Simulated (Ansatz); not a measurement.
Cs3I2⁺, relaxed as a singlet with RKS r2SCAN-D4/def2-SVP in Ansatz, starting from the GFN1-xTB geometry. Force threshold 0.02 eV/Å.

In the def2 sets Cs, I take a core potential; there is no spin–orbit coupling. The structure comes from a short search, and lower isomers may exist.

Start:

```xyz
5

Cs   -0.401    2.609   -1.053
Cs    0.499   -2.112   -1.742
Cs   -0.101   -0.529    2.766
I    -2.440   -0.434   -0.145
I     2.443    0.467    0.174
```

```json
{"step": "1", "energy (eV)": "-17857.3939", "largest force component (eV/Å)": "0.266", "SCF passes": "14"}
{"step": "2", "energy (eV)": "-17857.4993", "largest force component (eV/Å)": "0.112", "SCF passes": "15"}
{"step": "3", "energy (eV)": "-17857.5091", "largest force component (eV/Å)": "0.041", "SCF passes": "16"}
{"step": "4", "energy (eV)": "-17857.5102", "largest force component (eV/Å)": "0.003", "SCF passes": "17"}
```

Force components are those of the run's own axes.

End:

```xyz
5

Cs   -0.4328    2.7801   -1.0736
Cs    0.5424   -2.2747   -1.8923
Cs   -0.1094   -0.5074    2.9653
I    -2.1729   -0.3953   -0.1464
I     2.1727    0.3973    0.1469
```

By distances, no bond broke or formed. The bond that changes most is Cs1–I4, from 3.77 to 3.74 Å (atoms count from 1).

No frequencies were taken in this run, so the end may be a saddle point.

Run time 16 s (4 threads of Arm Neoverse V1 on a shared host).
